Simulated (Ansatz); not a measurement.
The cluster Sn₂F⁺ was relaxed with r2SCAN-D4 (def2-TZVP) in Ansatz in these states: charge +1 quintet, charge +1 triplet. The geometries follow in no particular order.

In the def2 sets Sn takes a core potential; there is no spin–orbit coupling.

A:

```xyz
3

Sn   -1.065   -1.096   -0.253
Sn    1.490    0.308   -0.290
F    -0.425    0.788    0.543
```

B:

Cartesian coordinates in Å:
```
Sn 1.354 0.547 -0.793
Sn -1.324 -0.726 -0.228
F -0.030 0.179 1.021
```

Task: Judge from the bond lengths which geometry belongs to which state (an estimate).

Result: A is the charge +1 triplet (Sn1–F3 2.143 Å, Sn2–F3 2.143 Å, Sn1–Sn2 2.915 Å); B is the charge +1 quintet (Sn1–F3 2.312 Å, Sn2–F3 2.013 Å, Sn1–Sn2 3.019 Å).

At PBE0-D4/def2-TZVP a broken-symmetry singlet lies 0.10 eV below the charge +1 triplet. At PBE0-D4/def2-TZVP a broken-symmetry singlet lies 4.97 eV below the charge +1 quintet. These are the stationary points nearest to one start from a short search; other shapes may lie lower in each state.
